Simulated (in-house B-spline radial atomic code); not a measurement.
# How G0W0 and RPA depend on the start: neutral rubidium

Configuration [Kr] 5s1, highest spin. Computed with a B-spline radial code for spherical atoms: all electrons, non-relativistic, point nucleus, each spin shell either full or empty, empty states to l = 9 with an (l + 1/2)⁻⁴ tail; G0W0 by contour deformation at full frequency.

Without relativity these are model numbers: it shifts the levels of so heavy an element strongly and can reorder them.

| start | mean-field 5s up (eV) | G0W0 (eV) | QP weight | RPA correlation (Eh) |
| --- | --- | --- | --- | --- |
| Hartree-Fock | -3.758 | -4.289 | 0.952 | -2.4166 |
| LDA VWN5 | -2.507 | -4.288 | 0.697 | -2.6718 |
| PBE | -2.402 | -4.183 | 0.600 | -2.6663 |
| PBE0 | -2.827 | -4.349 | 0.848 | -2.5947 |
| HSE06 | -2.515 | -4.247 | 0.699 | -2.6044 |
| B3LYP (VWN-RPA) | -2.752 | -4.346 | 0.823 | -2.611 |
| BHandHLYP | -3.129 | ? | ? | ? |
| CAM-B3LYP | -3.485 | -4.379 | 0.930 | -2.5741 |
| LC-wPBE | -4.067 | ? | ? | ? |
| wB97X | -3.847 | -4.323 | 0.950 | -2.554 |
| PBEsol | -2.414 | -4.223 | 0.627 | -2.668 |

(1) What G0W0 level, weight and RPA correlation energy follow from the LC-wPBE start?

(2) What G0W0 level, weight and RPA correlation energy follow from the BHandHLYP start?

(3) How much of the dependence on the start does G0W0 remove?

## Answers

(1) G0W0 level -4.341 eV, weight 0.954, RPA correlation -2.5649 hartree.

(2) G0W0 level -4.356 eV, weight 0.908, RPA correlation -2.5323 hartree.

(3) The mean-field levels span 1.67 eV and the G0W0 levels 0.197 eV. Against 4.177 eV (NIST, measured) the G0W0 removal energies are off by +0.01 to +0.20 eV, with relativity, Breit and QED terms left out.
